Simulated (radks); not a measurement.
Mn II, 24 electrons, occupied as [Ar] 3d4.5 4s1.5 (fractional occupations, a model configuration). Method: Dirac Kohn-Sham, PBE, spin-unpolarised, spherical densities, finite nucleus; open shells are shared between the two j in proportion to 2j + 1; Fermi nuclear charge, rms radius 3.7057 fm; computed with a radial shooting solver on a logarithmic mesh with Libxc functionals.

Normalised radial functions P(r) = r R(r) (large component), r in bohr:

r,3p3/2,3d3/2,3d5/2
0.006688,0.0073,0.0000,0.0000
0.009977,0.0156,0.0001,0.0001
0.01488,0.0326,0.0004,0.0004
0.0222,0.0661,0.0013,0.0012
0.03312,0.1280,0.0038,0.0036
0.04941,0.2323,0.0109,0.0106
0.07372,0.3818,0.0299,0.0293
0.11,0.5380,0.0763,0.0752
0.1641,0.5834,0.1763,0.1745
0.2448,0.3390,0.3565,0.3537
0.3651,-0.2593,0.6082,0.6047
0.5447,-0.9201,0.8441,0.8410
0.8126,-1.1245,0.9162,0.9147
1.212,-0.7597,0.7587,0.7593
1.808,-0.2867,0.4778,0.4798
2.698,-0.0534,0.2197,0.2216
4.025,-0.0037,0.0631,0.0640
6.004,-0.0001,0.0088,0.0090
8.958,0.0000,0.0004,0.0004

3p3/2: eigenvalue -65.317 eV, 1 radial node at r = 0.314 bohr, <r> = 0.902 bohr, 90 % of the charge inside 1.39 bohr. 3d3/2: eigenvalue -17.515 eV, 0 radial nodes, <r> = 1.13 bohr, 90 % of the charge inside 1.96 bohr. 3d5/2: eigenvalue -17.387 eV, 0 radial nodes, <r> = 1.14 bohr, 90 % of the charge inside 1.96 bohr.
